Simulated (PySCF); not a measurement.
ClH4MoN3, SMILES [NH]=[Mo](=[NH])([NH2])[Cl], multiplicity 1. Heavy atoms are numbered as in [Mo:1](=[NH:2])(=[NH:4])([Cl:6])[NH2:7]. Hydrogens are named by the atom that carries them.

Geometry optimised at B3LYP-D3(BJ)/def2-SVP. The spin state was assumed, not searched. The structure was generated by enumeration; whether it is a known compound was not checked. The def2 effective core potentials stand for the cores of Mo; spin–orbit coupling is left out. One conformer was computed; it need not be the lowest.

Level of theory: CAM-B3LYP/def2-TZVP (PySCF).

ESP charges are fitted to the potential on shells at 1.4 to 2.0 van der Waals radii. Atomic charges (e), one atom of each kind:

```
atom      Löwdin     ESP fit
--------  ------  ----------
Mo1         0.43        1.02
N2 (NH)    -0.34  (withheld)
H on N2     0.16  (withheld)
Cl6        -0.02       -0.28
N7 (NH2)   -0.35  (withheld)
H on N7     0.16        0.38
```

Q: Fill in the missing entries. (Estimate from the structure and the level; the computed values follow.)

A: 
- N2 (NH), ESP fit: -0.69
- H on N2, ESP fit: 0.39
- N7 (NH2), ESP fit: -0.90
